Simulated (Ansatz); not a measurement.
The same path of a periodic cell of 63 atoms, Si (host Si, host structure diamond, one Si atom removed), cell charge -1 was run twice with different band settings. Lost on the way: Si39–Si40, Si40–Si41, Si40–Si47. Made: Si40–Si54, Si40–Si58, Si40–Si59.

Method: DFT PBE-D3(BJ), scalar-relativistic, plane waves, PAW (Ansatz 0.2.0). Settings: PAW set soft_1, cutoff 420 eV, k mesh 1x1x1, gaussian smearing 0.05 eV, spin collinear.

Relaxed end points:

```xyz
63
Lattice="10.8600 0.0000 0.0000 0.0000 10.8600 0.0000 0.0000 0.0000 10.8600" Properties=species:S:1:pos:R:3
Si 5.424 0.000 -0.005
Si 6.786 1.360 1.357
Si 8.146 2.722 -0.004
Si 9.511 4.082 1.347
Si 8.142 0.002 2.715
Si 9.500 1.360 4.071
Si 0.002 0.006 -0.005
Si 1.362 1.370 1.346
Si 2.709 2.747 -0.030
Si 4.068 4.079 1.351
Si 5.396 5.439 -0.032
Si 6.775 6.783 1.346
Si 8.141 8.144 -0.004
Si 9.501 9.506 1.358
Si 2.712 0.002 2.715
Si 4.063 1.371 4.082
Si 5.424 2.721 2.717
Si 6.774 4.081 4.083
Si 8.142 5.432 2.714
Si 9.509 6.784 4.081
Si 5.423 0.006 5.433
Si 6.776 1.369 6.793
Si 8.140 2.722 5.434
Si 9.507 4.079 6.790
Si 8.142 0.001 8.145
Si 9.510 1.370 9.495
Si 0.027 5.428 -0.031
Si 1.360 6.787 1.351
Si 2.720 8.118 -0.030
Si 4.065 9.495 1.348
Si 0.003 2.721 2.711
Si 1.359 4.078 4.079
Si 2.713 5.432 2.715
Si 4.066 6.786 4.078
Si 5.424 8.143 2.712
Si 6.785 9.504 4.073
Si 0.001 0.000 5.433
Si 1.360 1.366 6.790
Si 2.720 2.749 5.461
Si 3.987 4.159 6.872
Si 5.397 5.427 5.460
Si 6.779 6.786 6.791
Si 8.146 8.144 5.434
Si 9.511 9.495 6.794
Si 2.713 0.002 8.145
Si 4.067 1.366 9.498
Si 5.399 2.747 8.138
Si 6.779 4.078 9.499
Si 8.142 5.432 8.145
Si 9.506 6.787 9.498
Si 0.002 8.143 2.717
Si 1.361 9.494 4.083
Si 0.027 5.439 5.459
Si 1.438 6.706 6.869
Si 2.708 8.117 5.460
Si 4.067 9.499 6.791
Si 0.028 2.747 8.149
Si 1.435 4.154 9.423
Si 3.983 6.705 9.416
Si 5.397 8.116 8.150
Si 6.775 9.494 9.496
Si 0.029 8.116 8.138
Si 1.359 9.499 9.499
```

```xyz
63
Lattice="10.8600 0.0000 0.0000 0.0000 10.8600 0.0000 0.0000 0.0000 10.8600" Properties=species:S:1:pos:R:3
Si 5.424 0.010 -0.010
Si 6.784 1.361 1.354
Si 8.135 2.721 -0.010
Si 9.503 4.072 1.357
Si 8.145 0.000 2.715
Si 9.506 1.361 4.076
Si 0.000 0.000 0.000
Si 1.361 1.361 1.361
Si 2.718 2.718 -0.005
Si 4.073 4.072 1.357
Si 5.427 5.427 -0.005
Si 6.784 6.784 1.361
Si 8.145 8.145 0.000
Si 9.503 9.502 1.357
Si 2.721 0.010 2.725
Si 4.067 1.386 4.101
Si 5.427 2.718 2.720
Si 6.759 4.078 4.101
Si 8.135 5.424 2.725
Si 9.499 6.784 4.076
Si 5.427 0.005 5.433
Si 6.759 1.386 6.793
Si 8.140 2.718 5.433
Si 9.502 4.072 6.787
Si 8.135 0.010 8.139
Si 9.499 1.361 9.499
Si 0.010 5.424 -0.010
Si 1.361 6.784 1.354
Si 2.721 8.135 -0.010
Si 4.073 9.502 1.357
Si 0.010 2.721 2.725
Si 1.386 4.067 4.101
Si 2.718 5.427 2.720
Si 4.078 6.759 4.101
Si 5.424 8.135 2.725
Si 6.784 9.499 4.076
Si 0.010 0.010 5.436
Si 1.386 1.386 6.782
Si 2.799 2.799 5.514
Si 2.799 5.346 8.061
Si 5.346 5.346 5.514
Si 6.759 6.759 6.782
Si 8.135 8.135 5.436
Si 9.503 9.502 6.787
Si 2.718 0.005 8.142
Si 4.078 1.386 9.474
Si 5.346 2.799 8.061
Si 6.759 4.067 9.474
Si 8.140 5.427 8.142
Si 9.506 6.784 9.499
Si 0.000 8.145 2.715
Si 1.361 9.506 4.076
Si 0.005 5.427 5.433
Si 1.386 6.759 6.793
Si 2.718 8.140 5.433
Si 4.073 9.502 6.787
Si 0.005 2.718 8.142
Si 1.386 4.078 9.474
Si 4.067 6.759 9.474
Si 5.427 8.140 8.142
Si 6.784 9.506 9.499
Si 0.010 8.135 8.139
Si 1.361 9.499 9.499
```

Common settings: climbing image yes; force threshold 0.05 eV/Å; iteration limit 32; end points relaxed.

| run | movable images | spring | optimiser | start path |
| --- | --- | --- | --- | --- |
| 1 | 5 | 10.0 eV/Å² | quadratic models (default) | straight line |
| 2 | 3 | 0.05 eV/Å² | fire | default |

Q: What does each run give, and how far can it be trusted?

A: Run 1: converged after 18 iterations, highest image 0.308 eV above the first end. By the program's own check the climbing image is of a kind that is not told: a solve is, or may be, on another electronic state.
Run 2: converged after 17 iterations, highest image 0.372 eV above the first end. The order of the point at the top wasn't checked.
Limits of this set-up: coarse k mesh, a typed lattice constant that wasn't relaxed here, charged cell in a uniform background, uncorrected.
